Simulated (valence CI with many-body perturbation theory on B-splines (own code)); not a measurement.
Dy43+: calculated level list

Calculated by valence CI with perturbative core correlation (CI+MBPT): five valence electrons over a frozen Dirac-Fock core [Ar], a basis of 7 s, 7 p, 8 d, 6 f, 4 g, 1 h functions for each j, with the one-electron correlation potential Σ1, the two-electron term Σ2, the three-electron term Σ3, Breit, model QED; selected CI, second order for the rest, scaled by the run's own slope (own B-spline code, finite nucleus).

No measured spectrum was set against this ion. As an estimate, large intervals hold to a few tenths of a per cent, small ones and those within an open d or f shell to about a per cent. Among the levels kept, up to 550 cm⁻¹ of a level comes from second order outside the variational space, and about a tenth of that is noise between levels of different J, which matters for small intervals. Only levels of the ground parity were solved; by the run's estimate the other parity begins above the list, which can be wrong where configurations are misplaced.

Levels 1 to 31 of 31, with energies above the lowest level, (3d3/2^4 3d5/2) J=5/2. "Leading %" is the weight of the configuration and term that name the level; weights of strongly mixed levels are sums over their largest components and can fall short, so below about 35 % the name and the second component can differ from the true leading terms, or belong to a minority configuration. In the jj column 3d3/2^4 stands for four electrons in 3d with j = 3/2.

```tsv
No.	Configuration	Term	J	E (eV)	Leading %	Second component	g	Leading jj
1	3d⁵	⁴P	5/2	0.00	28	22 % 3d⁵ ²D	1.361	3d3/2^4 3d5/2 (92 %)
2	3d⁵	⁶S	5/2	30.36	38	23 % 3d⁵ ²F	1.329	3d3/2^3 3d5/2^2 (87 %)
3	3d⁵	⁴G	7/2	40.88	36	24 % 3d⁵ ²F	1.154	3d3/2^3 3d5/2^2 (99 %)
4	3d⁵	⁴D	3/2	42.14	39	31 % 3d⁵ ⁴P	1.192	3d3/2^3 3d5/2^2 (98 %)
5	3d⁵	²H	11/2	42.24	41	37 % 3d⁵ ⁴G	1.113	3d3/2^3 3d5/2^2 (98 %)
6	3d⁵	⁴G	9/2	46.46	34	27 % 3d⁵ ²G	1.138	3d3/2^3 3d5/2^2 (95 %)
7	3d⁵	⁴D	5/2	49.05	32	26 % 3d⁵ ²D	1.141	3d3/2^3 3d5/2^2 (90 %)
8	3d⁵	⁴P	1/2	51.11	48	25 % 3d⁵ ²S	1.837	3d3/2^3 3d5/2^2 (86 %)
9	3d⁵	²F	7/2	53.51	39	30 % 3d⁵ ²G	1.088	3d3/2^3 3d5/2^2 (96 %)
10	3d⁵	²D	3/2	65.77	58	22 % 3d⁵ ⁴F	0.793	3d3/2^3 3d5/2^2 (82 %)
11	3d⁵	²D	5/2	70.72	30	28 % 3d⁵ ⁶S	1.268	3d3/2^2 3d5/2^3 (86 %)
12	3d⁵	⁴D	7/2	77.51	52	40 % 3d⁵ ⁴G	1.211	3d3/2^2 3d5/2^3 (98 %)
13	3d⁵	²I	11/2	78.21	51	47 % 3d⁵ ⁴G	1.082	3d3/2^2 3d5/2^3 (98 %)
14	3d⁵	⁴G	9/2	79.98	58	37 % 3d⁵ ²G	1.142	3d3/2^2 3d5/2^3 (95 %)
15	3d⁵	²I	13/2	82.72	100		1.068	3d3/2^2 3d5/2^3 (100 %)
16	3d⁵	⁴D	1/2	83.15	77	14 % 3d⁵ ²S	0.508	3d3/2^2 3d5/2^3 (97 %)
17	3d⁵	⁴P	3/2	84.34	53	34 % 3d⁵ ⁴F	1.176	3d3/2^2 3d5/2^3 (96 %)
18	3d⁵	²F	5/2	85.73	42	30 % 3d⁵ ⁴D	1.020	3d3/2^2 3d5/2^3 (95 %)
19	3d⁵	²H	9/2	90.33	53	47 % 3d⁵ ⁴F	1.100	3d3/2^2 3d5/2^3 (100 %)
20	3d⁵	²G	7/2	92.45	61	35 % 3d⁵ ²F	0.983	3d3/2^2 3d5/2^3 (99 %)
21	3d⁵	⁴F	5/2	94.00	62	25 % 3d⁵ ²D	1.043	3d3/2^2 3d5/2^3 (97 %)
22	3d⁵	²D	3/2	95.41	87	8 % 3d⁵ ⁴D	0.835	3d3/2^2 3d5/2^3 (81 %)
23	3d⁵	²G	7/2	99.60	44	37 % 3d⁵ ²F	1.038	3d3/2^2 3d5/2^3 (93 %)
24	3d⁵	⁴P	1/2	99.76	37	34 % 3d⁵ ²P	1.792	3d3/2^2 3d5/2^3 (77 %)
25	3d⁵	²G	9/2	106.96	75	12 % 3d⁵ ²H	1.104	3d3/2^2 3d5/2^3 (94 %)
26	3d⁵	⁴P	5/2	117.03	33	20 % 3d⁵ ²F	1.255	3d3/2 3d5/2^4 (86 %)
27	3d⁵	²P	3/2	120.62	73	26 % 3d⁵ ²D	1.179	3d3/2^2 3d5/2^3 (95 %)
28	3d⁵	²D	5/2	122.76	66	22 % 3d⁵ ²F	1.130	3d3/2^2 3d5/2^3 (76 %)
29	3d⁵	⁴F	7/2	125.12	30	28 % 3d⁵ ²F	1.184	3d3/2 3d5/2^4 (99 %)
30	3d⁵	²H	11/2	126.73	57	27 % 3d⁵ ²I	1.065	3d3/2 3d5/2^4 (99 %)
31	3d⁵	²D	3/2	128.19	31	28 % 3d⁵ ⁴D	0.955	3d3/2 3d5/2^4 (95 %)
```

The ionisation energy to 3d⁴ ³P0 of the next ion comes out as 3444.8 eV (NIST: 3445 ± 4 eV (theoretical)). All 31 levels together are meant to be complete up to 133.32 eV.
